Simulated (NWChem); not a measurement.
System: C$_{4}$H$_{9}$Cl; SMILES ClCCCC

Input file for NWChem:

```
start job
memory heap 200 mb stack 900 mb global 1100 mb
geometry units angstroms noautoz
  C     -0.460379     2.713995     0.158307
  C     -0.308837     1.306565    -0.396517
  C      0.779234     0.502313     0.301489
  C      0.958312    -0.907600    -0.220459
  Cl    -0.493325    -1.927831     0.052411
  H      0.471630     3.293177     0.053956
  H     -0.717807     2.695965     1.229651
  H     -1.254977     3.268737    -0.363105
  H     -1.262942     0.761489    -0.306746
  H     -0.086876     1.352848    -1.477795
  H      0.578429     0.459205     1.385970
  H      1.752285     1.015469     0.188926
  H      1.791980    -1.417963     0.280565
  H      1.146264    -0.917308    -1.304147
end
basis spherical
  * library 3-21g
end
dft
  xc b3lyp
  iterations 150
  mulliken
end
task dft energy
```

Parts of the log:

```
             Northwest Computational Chemistry Package (NWChem) 7.3.0
             --------------------------------------------------------

 C1  symmetry detected

                             Geometry "geometry" -> ""
                             -------------------------

 Output coordinates in angstroms (scale by  1.889725989 to convert to a.u.)

  No.       Tag          Charge          X              Y              Z
 ---- ---------------- ---------- -------------- -------------- --------------
    1 C                    6.0000    -0.45665965     2.72604615     0.15608187
    2 C                    6.0000    -0.30874356     1.31606090    -0.39320519
    3 C                    6.0000     0.78446481     0.51531127     0.30078880
    4 C                    6.0000     0.96015111    -0.89699722    -0.21580810
    5 Cl                  17.0000    -0.48926309    -1.91623194     0.07218214
    6 H                    1.0000     0.47444507     3.30492150     0.04237600
    7 H                    1.0000    -0.70644082     2.71298751     1.22930648
    8 H                    1.0000    -1.25508486     3.27817607    -0.36224706
    9 H                    1.0000    -1.26205569     0.77121833    -0.29408115
   10 H                    1.0000    -0.09450596     1.35731845    -1.47624304
   11 H                    1.0000     0.59140475     0.47724799     1.38686384
   12 H                    1.0000     1.75656755     1.02813116     0.17888815
   13 H                    1.0000     1.79748953    -1.40483631     0.28164704
   14 H                    1.0000     1.14037662    -0.91174825    -1.30075098

 Effective nuclear repulsion energy (a.u.)     224.5805726055

                                 NWChem DFT Module
                                 -----------------

 Summary of "ao basis" -> "ao basis" (spherical)
 ------------------------------------------------------------------------------
       Tag                 Description            Shells   Functions and Types
 ---------------- ------------------------------  ------  ---------------------
 C                           3-21g                   5        9   3s2p
 Cl                          3-21g                   7       13   4s3p
 H                           3-21g                   2        2   2s

            General Information
            -------------------
          SCF calculation type: DFT
          Wavefunction type:  closed shell.
          No. of atoms     :    14
          No. of electrons :    50
           Alpha electrons :    25
            Beta electrons :    25
          Charge           :     0
          Spin multiplicity:     1
          Use of symmetry is: off; symmetry adaption is: off
          Maximum number of iterations: 150
          AO basis - number of functions:    67
                     number of shells:    45
          Convergence on energy requested:  1.00D-06
          Convergence on density requested:  1.00D-05
          Convergence on gradient requested:  5.00D-04

              XC Information
              --------------
                         B3LYP Method XC Potential
                     Hartree-Fock (Exact) Exchange  0.200
                        Slater Exchange Functional  0.800 local
                    Becke 1988 Exchange Functional  0.720 non-local
              Lee-Yang-Parr Correlation Functional  0.810
                  VWN I RPA Correlation Functional  0.190 local

             Grid Information
             ----------------
          Grid used for XC integration:  medium
          Radial quadrature: Mura-Knowles
          Angular quadrature: Lebedev.
          Tag              B.-S. Rad. Rad. Pts. Rad. Cut. Ang. Pts.
          ---              ---------- --------- --------- ---------
          C                   0.70       49          11.0       434
          Cl                  1.00       88          12.0       590
          H                   0.35       45          12.0       434
          Grid pruning is: on
          Number of quadrature shells:   689
          Spatial weights used:  Erf1

      Superposition of Atomic Density Guess
      -------------------------------------

 Sum of atomic energies:        -611.60509145

      Non-variational initial energy
      ------------------------------

 Total energy =    -614.627638
 1-e energy   =   -1284.404777
 2-e energy   =     445.196567
 HOMO         =      -0.349254
 LUMO         =       0.098298

     ---------------------------------------------
      Total Density - Mulliken Population Analysis
     ---------------------------------------------

    Atom       Charge   Shell Charges
 -----------   ------   -------------------------------------------------------
    1 C    6     6.72   1.99  0.40  1.58  1.13  1.61
    2 C    6     6.49   1.99  0.39  1.54  1.11  1.45
    3 C    6     6.48   1.99  0.39  1.54  1.11  1.45
    4 C    6     6.30   1.99  0.38  1.35  1.14  1.45
    5 Cl  17    17.20   2.00  1.96  5.91  1.15  3.09  0.80  2.29
    6 H    1     0.76   0.42  0.34
    7 H    1     0.76   0.42  0.34
    8 H    1     0.75   0.42  0.34
    9 H    1     0.76   0.42  0.34
   10 H    1     0.76   0.42  0.34
   11 H    1     0.76   0.42  0.34
   12 H    1     0.75   0.41  0.33
   13 H    1     0.76   0.42  0.33
   14 H    1     0.76   0.42  0.34

   convergence    iter        energy       DeltaE   RMS-Dens  Diis-err
 ---------------- ----- ----------------- --------- --------- ---------
 d= 0,ls=0.0,diis     1   -614.9299848963 -8.40D+02  1.55D-02  6.06D-01
 d= 0,ls=0.0,diis     2   -614.9507008915 -2.07D-02  1.04D-02  3.48D-01
 d= 0,ls=0.0,diis     3   -614.9880337435 -3.73D-02  3.00D-03  6.03D-02
 d= 0,ls=0.0,diis     4   -614.9961152891 -8.08D-03  2.99D-04  3.46D-04
 d= 0,ls=0.0,diis     5   -614.9961540654 -3.88D-05  9.14D-05  4.59D-05
  Resetting Diis
 d= 0,ls=0.0,diis     6   -614.9961597000 -5.63D-06  2.17D-05  1.88D-06
 d= 0,ls=0.0,diis     7   -614.9961599424 -2.42D-07  1.01D-05  1.07D-07
 d= 0,ls=0.0,diis     8   -614.9961599430 -5.97D-10  4.79D-06  1.15D-07

         Total DFT energy =     -614.996159942979
      One electron energy =    -1288.632377866241
           Coulomb energy =      502.291007747805
    Exchange-Corr. energy =      -53.235362430027
 Nuclear repulsion energy =      224.580572605484

 Numeric. integr. density =       49.999992506064

                       DFT Final Molecular Orbital Analysis
                       ------------------------------------

 Vector   23  Occ=2.000000D+00  E=-3.295717D-01
              MO Center= -4.8D-02,  1.3D+00, -9.7D-02, r^2= 3.3D+00
   Bfn.  Coefficient  Atom+Function         Bfn.  Coefficient  Atom+Function
  ----- ------------  ---------------      ----- ------------  ---------------
    59     -0.207520  10 H  s                57      0.191840   9 H  s
    14      0.180927   2 C  pz               58     -0.178374  10 H  s
    56      0.176601   9 H  s                12     -0.165803   2 C  px
    63      0.165539  12 H  s                61     -0.159752  11 H  s
    18      0.147634   2 C  pz               53     -0.145193   7 H  s

 Vector   24  Occ=2.000000D+00  E=-2.921714D-01
              MO Center= -3.0D-01, -1.6D+00,  3.9D-02, r^2= 2.1D+00
   Bfn.  Coefficient  Atom+Function         Bfn.  Coefficient  Atom+Function
  ----- ------------  ---------------      ----- ------------  ---------------
    44      0.392329   5 Cl py               45      0.385471   5 Cl pz
    48      0.336300   5 Cl py               49      0.325837   5 Cl pz
    43     -0.191195   5 Cl px               40     -0.181890   5 Cl py
    41     -0.178809   5 Cl pz               47     -0.155396   5 Cl px
    24     -0.147624   3 C  s                22      0.139680   3 C  py

 Vector   25  Occ=2.000000D+00  E=-2.886772D-01
              MO Center= -2.5D-01, -1.6D+00,  2.3D-02, r^2= 2.3D+00
   Bfn.  Coefficient  Atom+Function         Bfn.  Coefficient  Atom+Function
  ----- ------------  ---------------      ----- ------------  ---------------
    45      0.422276   5 Cl pz               49      0.360416   5 Cl pz
    43      0.285923   5 Cl px               44     -0.263972   5 Cl py
    47      0.240840   5 Cl px               48     -0.222612   5 Cl py
    41     -0.195699   5 Cl pz               65     -0.163735  13 H  s
    39     -0.132378   5 Cl px               64     -0.123845  13 H  s

 Vector   26  Occ=0.000000D+00  E= 4.483895D-02
              MO Center=  2.4D-01, -1.3D+00, -4.3D-02, r^2= 2.7D+00
   Bfn.  Coefficient  Atom+Function         Bfn.  Coefficient  Atom+Function
  ----- ------------  ---------------      ----- ------------  ---------------
    33      1.156903   4 C  s                47     -0.725918   5 Cl px
    34     -0.676113   4 C  px               46     -0.647747   5 Cl s
    48     -0.513029   5 Cl py               35     -0.482323   4 C  py
    43     -0.321560   5 Cl px               30     -0.301867   4 C  px
    61     -0.224096  11 H  s                44     -0.221006   5 Cl py

 Vector   27  Occ=0.000000D+00  E= 1.089492D-01
              MO Center=  9.4D-01,  6.2D-01, -1.9D-01, r^2= 5.6D+00
   Bfn.  Coefficient  Atom+Function         Bfn.  Coefficient  Atom+Function
  ----- ------------  ---------------      ----- ------------  ---------------
    24      1.045598   3 C  s                63     -0.929181  12 H  s
    15      0.843091   2 C  s                33      0.810212   4 C  s
    65     -0.739013  13 H  s                67     -0.652228  14 H  s
    59     -0.636655  10 H  s                 6      0.552287   1 C  s
    51     -0.499011   6 H  s                61     -0.426220  11 H  s

[...]
```

Level: B3LYP/3-21G. All runs use the structure optimised with PBE0/def2-SVP.
